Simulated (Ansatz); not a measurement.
Geometry optimisation, Ansatz 0.2.0, RKS PBE/def2-SVP.

The input (input.yaml):

```yaml
crystal:
  periodic: [false, false, false]
  atoms:
    - { symbol: Mo, position_ang: [0.244603, 0.246677, -0.347767] }
    - { symbol: Cl, position_ang: [0.62665, -0.516982, 3.059657] }
    - { symbol: F, position_ang: [1.883201, -0.625197, -0.133589] }
    - { symbol: F, position_ang: [-0.201963, 1.873443, -1.162893] }
    - { symbol: F, position_ang: [-1.238636, 0.692385, 0.6758] }
    - { symbol: F, position_ang: [-0.377528, -1.461649, 0.04889] }
    - { symbol: F, position_ang: [0.424523, -0.21952, -2.12426] }
    - { symbol: P, position_ang: [1.473292, 1.852206, 0.967793] }
    - { symbol: H, position_ang: [2.736544, 1.208281, 1.156469] }
    - { symbol: H, position_ang: [1.891045, 2.71398, -0.101563] }
    - { symbol: H, position_ang: [0.416669, 0.804776, 3.127162] }
basis:
  gaussian: { orbitals: def2-SVP }
hamiltonian:
  xc: pbe
relax:
  f_tol: 0.03
  max_steps: 50
output:
  orbitals: {}
```

Run as:

```bash
$ ansatz run input.yaml --threads 4 --pin off --max-ram 5120MiB --backend cpu --events-out ev --progress --plain --runs-dir out
```

**Question.** Where does it end, and by what steps?

**Answer.** The run converged. The force dipped under the threshold on the way, but the program's further checks kept it going. After 25 steps the energy has fallen by 0.197 eV; H11 moved furthest, 1.02 Å.

```
step  energy less start (eV)  largest force component (eV/Å)  accepted
   0                  0.0000                           1.056       yes
   1                 -0.1262                           0.613       yes
   2                 -0.1218                           1.069        no
   3                 -0.1471                           0.532       yes
   4                 -0.1519                           0.590       yes
   5                 -0.1642                           0.050       yes
   6                 -0.1685                           0.071       yes
   7                 -0.1712                           0.128       yes
   8                 -0.1544                           0.845        no
   9                 -0.1743                           0.063       yes
  10                 -0.1769                           0.175       yes
  11                 -0.1776                           0.404       yes
  12                 -0.1817                           0.287       yes
  13                 -0.1863                           0.214       yes
  14                 -0.1882                           0.076       yes
  15                 -0.1908                           0.045       yes
  16                 -0.1915                           0.022       yes
  17                 -0.1930                           0.041       yes
  18                 -0.1943                           0.079       yes
  19                 -0.1955                           0.089       yes
  20                 -0.1966                           0.098       yes
  21                 -0.1968                           0.075       yes
  22                 -0.1972                           0.053       yes
  23                 -0.1973                           0.037       yes
  24                 -0.1974                           0.033       yes
  25                 -0.1974                           0.003       yes
```

```xyz
11
Properties=species:S:1:pos:R:3
Mo 0.262 0.278 -0.335
Cl 0.797 -0.262 3.323
F 1.933 -0.530 -0.302
F -0.307 1.880 -1.100
F -1.046 0.749 0.917
F -0.302 -1.408 0.198
F 0.255 -0.221 -2.113
P 1.667 2.052 0.891
H 2.855 1.271 1.097
H 2.135 2.586 -0.366
H -0.372 0.174 2.955
```

Whether the end is a true minimum wasn't checked by a vibrational analysis.

Run time: 35 s on 4 threads of Intel(R) Xeon(R) 6975P-C (Granite Rapids), with other jobs on the host, peak memory 0.26 GiB.
